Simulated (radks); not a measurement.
Spherical quantum dot in the effective-mass picture: electrons in a parabolic well V = omega^2 r^2 / 2 with omega = 2.05, all in effective atomic units (hartree* = m*/eps^2 hartree, bohr* = eps/m* bohr), one dielectric constant everywhere. Method: non-relativistic Kohn-Sham, r2SCAN, spin-polarised, spherical densities, generalised Kohn-Sham scheme; computed with a radial shooting solver with Libxc functionals. Levels are named by radial order and angular momentum (1s, 1p, 1d, 2s, ...), and open shells are averaged over m.

N = 29, configuration 1s2 1p6 1d10 2s2 1f(up 7, down 2). This is the lowest configuration that the search found. Occupied and some empty levels:

level,occupation,eigenvalue (hartree*),<r> (bohr*)
1s up,1,21.108,1.131
1s down,1,21.136,1.112
1p up,3,22.143,1.438
1p down,3,22.212,1.422
1d up,5,23.282,1.649
1d down,5,23.383,1.641
2s up,1,23.462,1.439
2s down,1,23.540,1.448
1f up,7,24.531,1.815
1f down,2,24.651,1.812
2p up,0,24.858,1.612
2p down,0,24.932,1.619
1g up,0,25.878,1.954
1g down,0,26.008,1.957
2d up,0,26.311,1.780
2d down,0,26.393,1.784

Energy (hartree*): total 448.910, kinetic 62.786, external 170.90, Hartree 235.17, exchange-correlation -19.940.
